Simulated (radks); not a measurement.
Results of a calculation; reference values are marked as such.
Q: These are the eigenvalues of the occupied orbitals of an atom or ion with whole-number occupations (eV). Code: a radial shooting solver on a logarithmic mesh with Libxc functionals. Model: scalar-relativistic Kohn-Sham, r2SCAN, spin-polarised, spherical densities, finite nucleus; meta-GGA in the generalised Kohn-Sham scheme; Fermi nuclear charge, rms radius of each element as measured or else 0.836 A^(1/3) + 0.57 fm.

orbital  eigenvalue
1s down   -55917.25
1s up     -55917.23
2s up     -9668.621
2s down   -9668.605
2p up     -8602.002
2p down   -8601.984
3s up     -2445.717
3s down   -2442.284
3p up     -2118.122
3p down   -2114.690
3d up     -1701.930
3d down   -1699.279
4s up     -758.5973
4s down   -751.9821
4p up     -647.3395
4p down   -640.8621
4d up     -496.3172
4d down   -489.8574
4f up     -328.4956
5s up     -320.3190
5s down   -317.5214

Which element is it, and in what charge state? The configuration may be excited. Open shells, if any, are filled with parallel spins first.

A: Z = 67, holmium, charge +15: Ho15+ in [Kr] 4d10 4f4 5s2. The list shows which subshells hold electrons but not how many an open one holds; the 1s level, -2054.9 hartree, gives Z - s = 64.1 by -(Z - s)^2/2, which with screening and relativity narrows Z to a few neighbours, and the depths of the outer levels then fix element, charge and occupations together.
